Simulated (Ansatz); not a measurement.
Computed with frozen-core CCSD(T)/cc-pVTZ // B3LYP-D3(BJ)/def2-TZVP (Ansatz, an electronic-structure program).

Ansatz 0.2 input:
```yaml
crystal:
  periodic: [false, false, false]
  atoms:
    - { symbol: C, position_ang: [-1.826198, -0.278826, -0.137537] }
    - { symbol: N, position_ang: [-0.427922, -0.086227, -0.049463] }
    - { symbol: C, position_ang: [0.711209, 0.139718, -0.118668] }
    - { symbol: Si, position_ang: [2.480294, 0.642978, -0.538797] }
    - { symbol: H, position_ang: [-2.201525, 0.11527, -1.083712] }
    - { symbol: H, position_ang: [-2.31612, 0.23566, 0.688918] }
    - { symbol: H, position_ang: [-2.050927, -1.343341, -0.073805] }
    - { symbol: H, position_ang: [2.988187, -0.735741, -0.185149] }
    - { symbol: H, position_ang: [2.645225, 1.298045, 0.81309] }
basis:
  gaussian: { orbitals: cc-pVTZ }
correlation:
  method: ccsd_t
```

Output:

```
Functional definition: HF
1114 factors; integrals over basis functions are off by at most 1.2e-3 eV
mean field evaluation 1: about -11481.2710 eV, gradient 2.3e1 eV
mean field evaluation 2: about -11481.5389 eV, gradient 2.3e1 eV
mean field evaluation 4: about -11483.2752 eV, gradient 5.5e0 eV
mean field evaluation 8: about -11483.3523 eV, gradient 3.2e-1 eV
mean field evaluation 16: about -11483.3530 eV, gradient 1.9e-6 eV
mean field -11483.35298925 eV, -422.0054386585 hartree, gradient 1.9e-6 eV, S^2 0.000000; 0 other end points of the search recorded, 0 dependent functions left out
8 core orbitals not correlated
reference -11483.35298925 eV, -422.0054386585 hartree; 11, 11 occupied and 175, 175 virtual orbitals, 1114 factors
second order -17.38502188 eV of doubles, -0.00000000 eV of singles
cycle   1  -17.64496078 eV  change   -2.6e-1 eV  update   1.2e-1
cycle   2  -18.21169788 eV  change   -5.7e-1 eV  update   3.8e-2
cycle   3  -18.35626253 eV  change   -1.4e-1 eV  update   2.1e-2
cycle   4  -18.34289738 eV  change    1.3e-2 eV  update   5.6e-3
cycle   5  -18.34462712 eV  change   -1.7e-3 eV  update   3.2e-3
cycle   6  -18.34437526 eV  change    2.5e-4 eV  update   1.1e-3
cycle   7  -18.34386950 eV  change    5.1e-4 eV  update   7.1e-4
cycle   8  -18.34387293 eV  change   -3.4e-6 eV  update   2.3e-4
cycle   9  -18.34389580 eV  change   -2.3e-5 eV  update   7.8e-5
cycle  10  -18.34386278 eV  change    3.3e-5 eV  update   2.8e-5
cycle  11  -18.34387728 eV  change   -1.4e-5 eV  update   1.3e-5
cycle  12  -18.34388321 eV  change   -5.9e-6 eV  update   4.5e-6
perturbative correction -0.88016353 eV, -0.0323454130 hartree
Total energy: -11502.57703599 eV, -422.7119093457 hartree
```

Cost: roughly 2.6 core-minutes.
